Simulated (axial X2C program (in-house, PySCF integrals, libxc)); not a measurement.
# H or C: which binds elements of chip processing more strongly?

All values come from calculations with an in-house relativistic program for diatomic molecules, spin-free (one-electron X2C) or two-component (2c: spin–orbit coupling with atomic mean-field Coulomb and Gaunt terms, which also bring small scalar terms), in Dyall basis sets with cores contracted in-house; open shells are unrestricted.

Level PBE0, 2c. Dyall triple-zeta sets: BH v3z/v3z; BC v3z/v3z; AlH v3z/v3z; AlC v3z/v3z; SiH v3z/v3z; SiC v3z/v3z; PH v3z/v3z; PC v3z/v3z; CuH cv3z/v3z; CuC cv3z/v3z; AsH cv3z/v3z; AsC cv3z/v3z.

Diatomic bonds are a first guide to the radicals met in plasma etching, cleaning and deposition, though surfaces and higher halides or oxides behave in their own way.

```tsv
element M	state of MH	Re MH (Å)	D0 MH (eV)	state of MC	Re MC (Å)	D0 MC (eV)
B	Ω = 0	1.241	3.35	Ω = 3/2	1.478	4.63
Al	Ω = 0	1.668	2.86	Ω = 3/2	1.972	3.47
Si	Ω = 1/2	1.536	2.89	Ω = 2	1.718	4.22
P	Ω = 1	1.431	3.03	Ω = 1/2	1.555	5.16
Cu	Ω = 0	1.460	2.58	Ω = 3/2	1.781	2.34
As	Ω = 1	1.529	2.72	Ω = 1/2	1.661	4.28
```

Work out the energy at 0 K of MH + C → MC + H for each element.

ΔE = D0(MH) − D0(MC) at PBE0, 2c: B -1.28, Al -0.61, Si -1.33, P -2.13, Cu 0.24, As -1.56 eV (negative: the exchange gives off energy).

For which element is the exchange to C most and for which least favourable, and what is the energy of PH + CuC → PC + CuH?

P most (-2.13 eV), Cu least (0.24 eV). The atoms cancel in the double exchange: ΔE = -2.13 − (0.24) = -2.37 eV, a figure less sensitive to errors in the atoms than D0 itself.

Each entry is the lowest single determinant of a limited PBE0 search at one distance. D0 = De minus the zero-point energy; De goes to single-determinant-based atoms at the same level (for ions the charge split of lowest energy) and is withheld (n/a) where an atom does not fit its ground term or J level. Main or longest-lived isotopes. One determinant is a doubtful description, or other states lie close, for BC, AlC, SiC, PH, PC, CuC, AsH, AsC; these need not be ground states, and all values refer to the states named. Some open-shell Ω = 0 determinants are out of reach, so the Ω given for SiC, PH, AsH need not be the lowest component. With several unpaired electrons the Ω given is that of one determinant, not necessarily of the lowest component. Some light 2c atoms are not at their ground J level, so De misses part of their lowering (0.04 eV or less). The functionals have no current term, which raises determinants with orbital currents. These D0 were not checked against measured values; triple-zeta sets, frozen cores and single determinants leave errors of some tenths of an eV, more for transition metals.
